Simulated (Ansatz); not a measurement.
The cluster Ni4⁺. Total charge 1; doublet. Geometry r2SCAN-D4/def2-SVP; atoms count from 1.

Cartesian coordinates in Å:
```
Ni 0.985 0.870 0.317
Ni -1.065 0.191 0.830
Ni -0.381 0.204 -1.281
Ni 0.460 -1.264 0.134
```

The charge 1 doublet is spin-contaminated (final ⟨S²⟩ up to 2.00, 0.75 for a pure state). At PBE0-D4/def2-TZVP a quartet of charge 1 lies 0.34 eV below the doublet, each at its own geometry. The structure comes from a short search, and lower isomers may exist.

Estimate the Mulliken populations from the PBE0/def2-TZVP orbitals of Ansatz.


```csv
atom,charge (e),spin (α − β),d electrons
Ni1,0.25,0.63,9.02
Ni2,0.24,0.75,8.97
Ni3,0.25,0.63,9.02
Ni4,0.26,-1.00,8.89
```
Mulliken values depend strongly on the basis.

Where does the spin sit?

Summed by element: Ni 1.00, of 1 unpaired in all. Largest on single atoms: Ni4 -1.00, Ni2 0.75, Ni3 0.63.

And the Mayer bond orders between heavy atoms (over 0.3)?

Ni1–Ni2 0.63 (2.22 Å); Ni1–Ni3 0.60 (2.21 Å); Ni1–Ni4 0.57 (2.21 Å); Ni2–Ni3 0.63 (2.22 Å); Ni2–Ni4 0.49 (2.22 Å); Ni3–Ni4 0.57 (2.21 Å).
